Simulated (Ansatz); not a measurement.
Cost and result for the atomization energy of C₂H₈SSi₂ (`C=C[SiH2][SiH2]S`) (13 atoms, 12 bonds).

```xyz
13

C    -0.336   -1.944    1.007
C    -0.579   -0.643    1.156
Si   -1.132    0.461   -0.239
Si    0.753    1.648   -0.961
S     2.290    0.208   -1.366
H    -0.496   -2.451    0.060
H     0.024   -2.561    1.826
H    -0.400   -0.195    2.132
H    -2.207    1.388    0.215
H    -1.634   -0.378   -1.360
H     1.186    2.642    0.062
H     0.537    2.371   -2.241
H     1.994   -0.546   -0.291
```

Charge 0, multiplicity 1. All single points use the PBE0-D4/def2-TZVP geometry. It is one conformer, not always the lowest. Program: Ansatz. All runs use 4 threads of an Arm Neoverse V1 on a shared host. Times are those of one run each, without the atoms' runs, and a repeat can differ threefold. Electronic energies, without spin–orbit coupling; frozen cores. CCSD(T)/CBS adds CCSD(T) − MP2 in def2-TZVPP to the MP2 limit, and its time is that of the two runs behind it. T1 = 0.012. B3LYP takes the VWN-RPA correlation (the form of Gaussian; ORCA's B3LYP/G).

CCSD(T)/CBS is a level of theory with its own doubt, some kJ/mol a heavy atom from the limit and from the frozen cores, so smaller differences don't rank the functionals.

| level | functions | wall time | atomization (kcal/mol) | difference from CCSD(T)/CBS | per bond |
| --- | --- | --- | --- | --- | --- |
| PBE-D4/def2-TZVPP (with forces) | 300 | 3.6 s | 1076.4 | 8.2 | 0.7 |
| PBE0-D4/def2-TZVPP | 300 | 5.5 s | 1066.8 | -1.4 | -0.1 |
| r2SCAN-D4/def2-TZVPP (with forces) | 300 | 7.5 s | 1070.3 | 2.1 | 0.2 |
| B3LYP-D4/def2-TZVPP (with forces) | 300 | 8.5 s | 1067.1 | -1.1 | -0.1 |
| B2PLYP/def2-TZVPP | 300 | 9.5 s | 1052.1 | -16.1 | -1.3 |
| ωB97X-V/def2-TZVPP | 300 | 12 s | 1073.6 | 5.4 | 0.5 |
| ωB97M-V/def2-TZVPP (with forces) | 300 | 19 s | 1070.2 | 2.0 | 0.2 |
| MP2/def2-QZVPP | 564 | 53 s | 1060.5 | -7.7 | -0.6 |
| CCSD(T)/def2-TZVPP | 300 | 5 min | 1040.2 | -28.0 | -2.3 |
| CCSD(T)/CBS(def2) | – | 5.9 min | 1068.2 | 0.0 | 0.0 |

From PBE to PBE0 (25 % exact exchange), in def2-TZVPP and without D4, the atomization energy moves by −8.5 kcal/mol: exact exchange takes away binding that semilocal exchange gives to molecules. The D4 term adds +13.3 kcal/mol with B3LYP and +7.1 kcal/mol with PBE0; it sums over pairs of atoms, weighted by their polarisabilities, and B3LYP, whose exchange is more repulsive, gets the larger term. In def2-TZVPP, CCSD(T) changes the Hartree–Fock value by +241.6 kcal/mol (the triples alone add +14.2 kcal/mol) and MP2 by +245.5 kcal/mol; breaking electron pairs costs correlation energy, which Hartree–Fock lacks.
